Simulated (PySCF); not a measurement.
C$_{4}$H$_{10}$Be (SMILES C[CH2][Be][CH2]C), singlet, at a GFN2-xTB geometry (such geometries of metal compounds can be far from the true shape), with bond 5-2 at 1.8 times its length; PySCF with HF/STO-3G.

PySCF was given this input:
```python
from pyscf import gto, scf

mol = gto.M(
    atom='''
Be   -0.09081034    0.01872497    0.20027093
C     1.32070666   -0.71148577    0.89772379
C     1.44251605   -2.21968855    0.60334143
H     1.37529665   -0.60868911    1.98748926
H     3.00990516    0.10465097    0.28667932
H     1.49397659   -2.40834793   -0.46683900
H     0.58806175   -2.76629205    0.99669622
H     2.34312134   -2.63409640    1.05933065
C    -1.49422068    0.74726413   -0.51506015
C    -1.24962784    2.17991526   -1.02873242
H    -2.35133980    0.80994789    0.16505276
H    -1.89302523    0.18258197   -1.36569797
H    -0.47127846    2.19746894   -1.78859478
H    -0.94010612    2.83888312   -0.22030607
H    -2.15686075    2.59568972   -1.47010527
''',
    basis='sto-3g',
    verbose=3,
)

mf = scf.RHF(mol)
mf.kernel()
mo_i, mo_e, stable_i, stable_e = mf.stability(internal=True, external=True, return_status=True, nroots=6, tol=1e-6)
print('internally stable:', stable_i, ' externally stable:', stable_e)
if not stable_e:
    umf = mf.to_uhf() if not hasattr(mf, 'xc') else mf.to_uks()
    umf.scf_summary = {}
    umf.kernel(umf.make_rdm1(mo_e, umf.mo_occ))
mf.analyze()
```

**Question.** Predict the main parts of the log of this PySCF run.

**Answer.** 
```
converged SCF energy = -169.678841209339
<class 'pyscf.scf.hf.RHF'> wavefunction is stable in the internal stability analysis
<class 'pyscf.scf.hf.RHF'> wavefunction is stable in the real -> complex stability analysis
<class 'pyscf.scf.hf.RHF'> wavefunction has an RHF/RKS -> UHF/UKS instability
internally stable: True  externally stable: False
converged SCF energy = -169.733834818211  <S^2> = 0.77352984  2S+1 = 2.023393
**** MO energy ****
MO #1   energy= -11.0389912682887  occ= 2
MO #2   energy= -11.025940231197   occ= 2
MO #3   energy= -11.0172589534491  occ= 2
MO #4   energy= -10.9906107596538  occ= 2
MO #5   energy= -4.50029740311509  occ= 2
MO #6   energy= -0.959123850402798 occ= 2
MO #7   energy= -0.957240941027297 occ= 2
MO #8   energy= -0.778268730291105 occ= 2
MO #9   energy= -0.75242385947121  occ= 2
MO #10  energy= -0.555802578283814 occ= 2
MO #11  energy= -0.551701728190894 occ= 2
MO #12  energy= -0.538244321009382 occ= 2
MO #13  energy= -0.535389843847447 occ= 2
MO #14  energy= -0.456685093436373 occ= 2
MO #15  energy= -0.44708519352442  occ= 2
MO #16  energy= -0.438067802021537 occ= 2
MO #17  energy= -0.391887182623556 occ= 2
MO #18  energy= -0.357006892448793 occ= 2
MO #19  energy= -0.263049315175524 occ= 2
MO #20  energy= 0.184062976340243  occ= 0
MO #21  energy= 0.246149359857608  occ= 0
MO #22  energy= 0.30624826446399   occ= 0
MO #23  energy= 0.415537680486815  occ= 0
MO #24  energy= 0.663807842842685  occ= 0
MO #25  energy= 0.672960527335528  occ= 0
MO #26  energy= 0.69421216827575   occ= 0
MO #27  energy= 0.704361024250377  occ= 0
 ** Mulliken atomic charges  **
charge of    0Be =      0.88460
charge of    1C =     -0.38819
charge of    2C =     -0.10109
charge of    3H =      0.02743
charge of    4H =     -0.08216
charge of    5H =      0.03181
charge of    6H =      0.03398
charge of    7H =      0.03274
charge of    8C =     -0.46803
charge of    9C =     -0.09374
charge of   10H =      0.02370
charge of   11H =      0.02397
charge of   12H =      0.02523
charge of   13H =      0.02468
charge of   14H =      0.02506
Dipole moment(X, Y, Z, Debye): -0.60453, -0.54298,  0.35091
```
